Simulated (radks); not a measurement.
The chlorine anion Cl-, [Ar], held by a Watson sphere: a shell of charge +1 at radius R that stands for the Madelung well of a crystal (potential energy -1/R inside, -1/r outside, in hartree with lengths in bohr). All-electron calculation, scalar-relativistic Kohn-Sham, LB94 model potential, spin-unpolarised, spherical densities, finite nucleus; Fermi nuclear charge, rms radius of each element as measured or else 0.836 A^(1/3) + 0.57 fm. Program: a radial shooting solver on a logarithmic mesh with Libxc functionals. Response by self-consistent Sternheimer equations with the Hartree and adiabatic LDA kernel, the relativistic mass of each level held fixed and spin-orbit coupling left out. The sphere does not respond.

R (bohr)	e(2p) (eV)	e(3s) (eV)	e(3p) (eV)	<r> 3p (bohr)	sum of <r^2> (bohr^2)	X-ray form factor at sin(theta)/lambda = 0.2 1/angstrom	alpha (bohr^3)
1.87	-205.93	-25.923	-14.158	1.853	32.02	12.273	16.46
1.89	-205.91	-25.875	-14.121	1.855	32.10	12.267	16.56
3.14	-204.36	-23.230	-11.757	1.963	35.74	12.077	23.68
3.22	-204.24	-23.089	-11.620	1.967	35.89	12.073	24.10
4.5	-202.57	-21.258	-9.794	2.002	37.32	12.053	29.40
4.55	-202.51	-21.201	-9.736	2.003	37.35	12.052	29.54
